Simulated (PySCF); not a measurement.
# Polarisability and C₆ of Cr²⁺ (chromium, charge +2)

[Ar] 3d4, high-spin 5D determinant. All numbers are calculated (PySCF 2.14, the spin-free X2C one-electron Hamiltonian (Gaussian nucleus), in x2c-TZVPPall with one added diffuse shell each of s, p, d, f type (7s6p5d3f1g, 80 functions)). Coupled (time-dependent) response in atomic units; α is the mean over directions.

```
method  mean α (bohr³)         α xx, yy, zz  C₆ (like pair)  S(−4)
   UHF           3.624  3.405, 3.405, 4.063           10.66  7.026
   PBE           4.653  4.345, 4.345, 5.269           13.70  15.81
  PBE0           4.265  3.990, 3.990, 4.814           12.55  11.97
```

S(−4) is the Cauchy moment in α(ω) = α(0) + S(−4) ω² + …

α(iu) at PBE0:

| u (hartree) | α(iu) (bohr³) |
| --- | --- |
| 0 | 4.265 |
| 0.0500 | 4.235 |
| 0.100 | 4.151 |
| 0.200 | 3.868 |
| 0.300 | 3.525 |
| 0.500 | 2.903 |
| 0.750 | 2.341 |
| 1.00 | 1.945 |
| 1.50 | 1.411 |
| 2.00 | 1.064 |
| 3.00 | 0.6523 |
| 5.00 | 0.3080 |

A single London oscillator, α(iu) = α/(1 + u²/ω²), gives C₆ = (3/4) ω α². Matching the computed C₆ needs ω = 4 × 12.55 / (3 × 4.265²) = 0.920 hartree.

For an ion, C₆ is the dispersion term alone; charge-induced terms of lower order in 1/R come first.

The components differ because the open shell of this determinant is not spherical; for a pure term their mean is the scalar polarisability.
